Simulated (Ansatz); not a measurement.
Basis sets compared for [Ho(NH3)6]3+ (HoN₆H₁₈³⁺). Charge 3, multiplicity 5. Geometry PBE-D4/def2-SVP. Ansatz on 4 threads of Arm Neoverse V2 on a shared host; times are rough, and most runs start from earlier orbitals.

```xyz
25

Ho   -0.001    0.000    0.000
N    -0.176   -2.120    1.298
H    -0.797   -2.845    0.888
H    -0.544   -2.024    2.264
H     0.713   -2.636    1.442
N     0.196    2.121   -1.293
H     0.772    2.862   -0.849
H    -0.697    2.612   -1.492
H     0.624    2.033   -2.235
N    -2.246   -0.424   -0.995
H    -2.245   -0.943   -1.894
H    -2.806    0.421   -1.220
H    -2.897   -0.981   -0.409
N     2.244    0.446    0.985
H     2.937    0.881    0.344
H     2.753   -0.385    1.343
H     2.254    1.088    1.801
N     1.064   -1.261   -1.866
H     0.929   -2.290   -1.841
H     2.096   -1.168   -1.936
H     0.746   -1.010   -2.822
N    -1.083    1.238    1.870
H    -1.020    2.273    1.814
H    -0.714    1.037    2.820
H    -2.103    1.077    1.982
```

In the def2 sets Ho takes a core potential; there is no spin–orbit coupling. With an open 4f shell the SCF may have ended on a state above the lowest. No other spin state of charge 3 was run.

```tsv
level	functions	energy (Eh)	HOMO (eV)	LUMO (eV)	wall time
PBE-D4/def2-SVP	251	-1286.3844	-19.35	-17.57	55 s
PBE0-D4/def2-SVP	251	-1286.2337	-21.43	-13.84	98 s
```

Problem. Estimate the rows for PBE-D4/def2-TZVP, PBE0-D4/def2-TZVP (with forces).

Solution. 
| level | functions | energy (Eh) | HOMO (eV) | LUMO (eV) | wall time |
| --- | --- | --- | --- | --- | --- |
| PBE-D4/def2-TZVP | 386 | -1286.7991 | -19.45 | -17.66 | 90 s |
| PBE0-D4/def2-TZVP (with forces) | 386 | -1286.6356 | -21.43 | -13.86 | 11 min |
